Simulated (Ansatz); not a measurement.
The same bond dissociation along the group F, Cl, Br.

Gas-phase electronic energies from Ansatz, PBE0-D4/def2-TZVP geometries. CBS: MP2 limit from def2 TZ/QZ plus the TZ coupled-cluster correction, frozen cores. Small cases extrapolate CCSD(T) itself. DFT in def2-TZVPP. No spin–orbit coupling; open shells (•) take unrestricted orbitals. Spin–orbit coupling would lower the free atoms: a little for Cl, F; clearly for Br. Bonds to Br are less sure, by a few kJ/mol each and by 10 to 20 or more in all where they break to atoms, as the def2 sets lack core-valence functions. Scalar relativity is left out up to krypton. One conformer a species, not always the lowest.

```csv
reaction,HF/CBS(def2) (eV),MP2/CBS(def2) (eV),r2SCAN-D4 (eV),CCSD(T)/CBS(def2) (eV)
`COB(O)F` → `CO[B]O`• + F•,5.75,7.81,7.27,7.51
`COB(O)Cl` → `CO[B]O`• + Cl•,4.10,5.67,5.32,5.46
`COB(O)Br` → `CO[B]O`• + Br•,3.44,5.07,4.68,4.88
```

Largest T1 diagnostic: 0.014, for `CO[B]O`•.

Extrapolated directly: `COB(O)Cl` → `CO[B]O`• + Cl•.
